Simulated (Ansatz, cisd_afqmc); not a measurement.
Species: TeO, charge 0, triplet. TeO (SMILES O=[Te], triplet).
B3LYP-D3(BJ)/def2-TZVP minimum from Ansatz (an electronic-structure program):
```
O
Te 1 1.8289
```
Charge 0, spin multiplicity 3.

Total energies in def2-SVP, 12 correlated electrons, 10 frozen orbitals. Radicals and triplets start from unrestricted determinants; spin-orbit coupling is neglected. Correlated methods leave the cores frozen (noble-gas shells, and filled d and f shells in the p block). Past Kr the def2 sets carry scalar-relativistic core potentials. AFQMC is phaseless with a CISD trial state; ± is one standard error, without the phaseless bias. Outlying blocks are dropped, and bars are widened where a walk drifts. Over all cases where full CI ran beside it in this data, AFQMC minus full CI had a median of +0.1 mEh and passed +0.4 mEh in a tenth of the cases. Spin-orbit terms, left out, reach several kcal/mol for Br and I, and more for heavier atoms. The UHF reference of OTe (O=[Te], triplet) is spin-contaminated (<S^2> up to 0.08 over the pure value in the sets run). The determinant of OTe (O=[Te], triplet) is a saddle point of the SCF energy; a lower one exists, which strains HF and MP2.

| method | program | energy (Eh) | minus CCSDTQ (mEh) |
|---|---|---|---|
| HF | Ansatz | -341.72080 | 299.80 |
| MP2 | Ansatz | -342.00405 | 16.54 |
| CCSD | Ansatz | -342.00641 | 14.18 |
| CCSD(T) | Ansatz | -342.01795 | 2.64 |
| CCSDT(Q) | Ansatz | -342.02097 | -0.37 |
| CCSDTQ | Ansatz | -342.02059 | 0.00 |
| AFQMC/CISD | cisd_afqmc | -342.0175 ± 0.0004 | 3.1 ± 0.4 |

Rough core times of Ansatz's runs on a shared machine: CCSD(T) under 20 s, CCSDT(Q) 30 s, CCSDTQ 20 min.
